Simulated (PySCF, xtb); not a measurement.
Si(F)(Me)2(SeH) (C2H7FSeSi), SMILES C[Si](C)(F)[SeH].

Geometry: B3LYP-D3(BJ)/def2-SVP. One conformer was computed; it need not be the lowest.

Computed with C-PCM-ωB97X/def2-SVP (PySCF).

The values are the electrostatic part of the solvation free energy, E(continuum) − E(gas) at the gas-phase geometry, in a cavity of scaled van der Waals radii (PySCF's table); cavitation and dispersion terms are not included. In vacuum the orbital gap is 11.58 eV. The dipole moment in vacuum is 2.81 D.

```
solvent              ε  ΔG(elec) (kcal/mol)  dipole (D)    gap (eV)
---------------  -----  -------------------  ----------  ----------
water            78.36                 -4.4        3.77       11.86
chloroform        4.71           (withheld)  (withheld)  (withheld)
dichloromethane   8.93                 -3.9        3.64       11.83
```

Task: What belongs in the gaps? (The exact figures need the calculation; the answer reports its results.)

Result: 
- chloroform, ΔG(elec) (kcal/mol): -3.4
- chloroform, dipole (D): 3.52
- chloroform, gap (eV): 11.80

For comparison, GFN2-xTB/ALPB(water) (xtb, at the GFN2-xTB geometry, all terms of that model) gives -4.1 kcal/mol.
